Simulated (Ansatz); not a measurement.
A run for Ansatz (an electronic-structure program): R-B3LYP/def2-TZVPPD on C2H6F2O (a complex), monomers drawn apart or pushed together. Files ending in .json are basis or fitting sets from the Basis Set Exchange.

Ansatz 0.2 input:
```yaml
crystal:
  periodic: [false, false, false]
  atoms:
    - {symbol: C, position_ang: [0.38733270, -0.58090090, 0.42494774]}
    - {symbol: O, position_ang: [0.26263912, 0.75478116, 0.90939438]}
    - {symbol: H, position_ang: [-0.26976574, -0.76405044, -0.43107691]}
    - {symbol: H, position_ang: [0.09220578, -1.23806904, 1.24027692]}
    - {symbol: H, position_ang: [1.41819412, -0.81699190, 0.14291592]}
    - {symbol: H, position_ang: [0.53956317, 1.36427123, 0.21838249]}
    - {symbol: F, position_ang: [0.10041766, -1.23475670, 5.68615822]}
    - {symbol: C, position_ang: [0.36126387, 0.08371207, 5.94840733]}
    - {symbol: F, position_ang: [1.50204647, 0.14955198, 6.69570179]}
    - {symbol: H, position_ang: [-0.46367979, 0.48246854, 6.54114399]}
    - {symbol: H, position_ang: [0.51946780, 0.59789969, 5.00169781]}
basis:
  gaussian:
    orbitals: def2-TZVPPD.json
hamiltonian:
  xc: {name: B3LYP}
scf: {lower_state_search: off}
```

The log:

```
WARN ansatz: RAYON_NUM_THREADS=2 ignored (pool sized by the plan → 2); use --threads N
Functional definition: B3LYP
these checks for a lower state are left out or cut short: stability, starts, cluster_reference, orbital_swaps, neighbouring_geometries, increment
integrals: 0.19 GiB planned
1280 factors; their error is unknown
mean field: 1.72 GiB planned
mean field evaluation 1: about -9649.8520 eV, gradient 6.2e1 eV
mean field evaluation 2: about -9641.5468 eV, gradient 9.3e1 eV
mean field evaluation 4: about -9656.7550 eV, gradient 4.1e0 eV
mean field evaluation 8: about -9656.7759 eV, gradient 6.3e-1 eV
mean field evaluation 16: about -9656.7763 eV, gradient 3.7e-5 eV
mean field -9656.77629898 eV, -354.8799833894 hartree, gradient 4.2e-6 eV, S^2 0.000000; 0 other end points of the search recorded, 0 dependent functions left out
reference -9656.77666236 eV, -354.8799967436 hartree; 22, 22 occupied and 274, 274 virtual orbitals, 1280 factors
Total energy: -9656.77666236 eV, -354.8799967436 hartree
Checks for a lower state left out: stability, starts, cluster_reference, orbital_swaps, neighbouring_geometries, increment
```

Self-consistency was reached.

Cost: very roughly 6 core-seconds.
